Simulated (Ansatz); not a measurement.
A run on C4H12AuOP (`C[O][Au-][P+](C)(C)C`) with other settings.

```yaml
crystal:
  periodic: [false, false, false]
  atoms:
    - {symbol: C, position_ang: [3.906965, -0.695858, 1.286883]}
    - {symbol: O, position_ang: [2.701563, -1.383503, 1.392132]}
    - {symbol: Au, position_ang: [1.040433, -0.658552, 0.606822]}
    - {symbol: P, position_ang: [-0.875898, 0.064160, -0.236178]}
    - {symbol: C, position_ang: [-0.830411, 0.458720, -2.008441]}
    - {symbol: C, position_ang: [-2.262189, -1.100963, -0.095766]}
    - {symbol: C, position_ang: [-1.522486, 1.585539, 0.516517]}
    - {symbol: H, position_ang: [4.236733, -0.546860, 0.246003]}
    - {symbol: H, position_ang: [3.887727, 0.297119, 1.764371]}
    - {symbol: H, position_ang: [4.692208, -1.277417, 1.790636]}
    - {symbol: H, position_ang: [-0.544936, -0.432529, -2.568907]}
    - {symbol: H, position_ang: [-1.802534, 0.813522, -2.359132]}
    - {symbol: H, position_ang: [-0.077746, 1.227696, -2.188078]}
    - {symbol: H, position_ang: [-3.173534, -0.683703, -0.530712]}
    - {symbol: H, position_ang: [-2.007194, -2.029104, -0.609095]}
    - {symbol: H, position_ang: [-2.435246, -1.331545, 0.956323]}
    - {symbol: H, position_ang: [-0.788728, 2.384710, 0.402401]}
    - {symbol: H, position_ang: [-1.680957, 1.420854, 1.583165]}
    - {symbol: H, position_ang: [-2.463740, 1.887713, 0.051049]}
basis:
  gaussian: {orbitals: def2-SVPD}
hamiltonian: {xc: {name: rPW86-PBE}, dispersion: d3bjatm}
scf: {lower_state_search: light}
output: {forces: true}
```

```sh
$ ansatz run in.yaml --threads 4 --pin off --events-out ev --progress --plain --max-ram 66560MiB --backend cpu
```

Output, abridged:

```
Functional definition: rPW86-PBE
2189 factors; their error is unknown
mean field evaluation 1: about -19370.4304 eV, gradient 1.0e2 eV
mean field evaluation 2: about -19181.2388 eV, gradient 2.5e2 eV
mean field evaluation 4: about -19394.7587 eV, gradient 1.6e1 eV
mean field evaluation 8: about -19395.4837 eV, gradient 2.9e-1 eV
mean field evaluation 16: about -19395.3961 eV, gradient 6.4e-4 eV
mean field -19395.39605387 eV, -712.7676583081 hartree, gradient 7.5e-5 eV, S^2 0.000000; 0 other end points of the search recorded, 0 dependent functions left out
reference -19395.39621236 eV, -712.7676641325 hartree; 39, 39 occupied and 219, 219 virtual orbitals, 2189 factors
Total energy: -19395.91943394 eV, -712.7868921708 hartree
Atom 0 at     3.906965    -0.695858     1.286883 Å, force     0.345705     0.140283     0.000738 eV/Å
Atom 1 at     2.701563    -1.383503     1.392132 Å, force     0.054678    -0.681459     0.392163 eV/Å
Atom 2 at     1.040433    -0.658552     0.606822 Å, force     0.036717    -0.013392     0.016213 eV/Å
Atom 3 at    -0.875898     0.064160    -0.236178 Å, force    -0.081400     0.012880    -0.028232 eV/Å
Atom 4 at    -0.830411     0.458720    -2.008441 Å, force     0.007327     0.053737    -0.226694 eV/Å
Atom 5 at    -2.262189    -1.100963    -0.095766 Å, force    -0.180530    -0.147764     0.017195 eV/Å
Atom 6 at    -1.522486     1.585539     0.516517 Å, force    -0.084318     0.197946     0.093927 eV/Å
Atom 7 at     4.236733    -0.546860     0.246003 Å, force     0.136999     0.062546    -0.399330 eV/Å
Atom 8 at     3.887727     0.297119     1.764371 Å, force     0.003155     0.386024     0.182272 eV/Å
Atom 9 at     4.692208    -1.277417     1.790636 Å, force     0.309453    -0.218901     0.192772 eV/Å
Atom 10 at    -0.544936    -0.432529    -2.568907 Å, force     0.099191    -0.326325    -0.224038 eV/Å
Atom 11 at    -1.802534     0.813522    -2.359132 Å, force    -0.373872     0.141573    -0.149267 eV/Å
Atom 12 at    -0.077746     1.227696    -2.188078 Å, force     0.273643     0.291745    -0.082897 eV/Å
Atom 13 at    -3.173534    -0.683703    -0.530712 Å, force    -0.363162     0.149584    -0.165704 eV/Å
Atom 14 at    -2.007194    -2.029104    -0.609095 Å, force     0.076655    -0.351067    -0.193910 eV/Å
Atom 15 at    -2.435246    -1.331545     0.956323 Å, force    -0.082853    -0.091135     0.389492 eV/Å
Atom 16 at    -0.788728     2.384710     0.402401 Å, force     0.261566     0.311016    -0.039965 eV/Å
Atom 17 at    -1.680957     1.420854     1.583165 Å, force    -0.070674    -0.048387     0.399174 eV/Å
Atom 18 at    -2.463740     1.887713     0.051049 Å, force    -0.368281     0.131095    -0.173909 eV/Å
Dipole moment:    -1.253601     0.602300    -0.624633 e Å
```

Hardware: 4 threads of an AMD EPYC 7R13 on a shared host. Wall time 10 s, peak host memory 0.55 GiB.
